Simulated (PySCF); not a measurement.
## Spinor energies of Mn¹⁶⁺ (manganese, charge +16)

Start: [He] 2s2 2p5; 2p1/2 filled at m_j = -1/2, +1/2; 2p3/2 filled at m_j = -1/2, +1/2, +3/2. Calculated with PySCF 2.14 in an uncontracted even-tempered set (18 s from 3.4 bohr⁻², ratio 2.4; 11 p from 4.4 bohr⁻², ratio 2.4; 5 d from 20 bohr⁻², ratio 2.6; 5 f from 30 bohr⁻², ratio 2.6): generalised Hartree-Fock with the X2C-1e Hamiltonian and a Gaussian nucleus; one run each with spin-orbit coupling (SO) switched off, then screened by Boettger's factors.

```json
{"spinor shell": "1s1/2", "electrons": "2", "ε, spin-free (eV)": "-7209.4", "ε, screened SO (eV)": "-7208.9", "weight of nominal j (screened SO)": "1.000", "rms radius, screened SO (bohr)": "0.0702"}
{"spinor shell": "2s1/2", "electrons": "2", "ε, spin-free (eV)": "-1342.1", "ε, screened SO (eV)": "-1342.0", "weight of nominal j (screened SO)": "1.000", "rms radius, screened SO (bohr)": "0.293"}
{"spinor shell": "2p1/2", "electrons": "2", "ε, spin-free (eV)": "-1232.7", "ε, screened SO (eV)": "-1240.6", "weight of nominal j (screened SO)": "0.915", "rms radius, screened SO (bohr)": "0.260"}
{"spinor shell": "2p3/2", "electrons": "3", "ε, spin-free (eV)": "-1232.7", "ε, screened SO (eV)": "-1228.6", "weight of nominal j (screened SO)": "0.944", "rms radius, screened SO (bohr)": "0.262"}
```

| quantity | spin-free | screened SO |
| --- | --- | --- |
| E (hartree) | -1011.98115 | -1012.12834 |
| M_J | 3/2 | 3/2 |
| ⟨J²⟩ | 3.750 | 3.750 |
| ⟨L²⟩ | 2.000 | 2.000 |
| ⟨S²⟩ | 0.750 | 0.750 |

Each row is a mean over spinors that exchange with the open shell spreads, by up to 18.700 eV (2s1/2).

Without spin-orbit coupling the j labels of p, d and f shells carry no meaning; the spin-free column gives the mean over the occupied spinors of each nl shell.
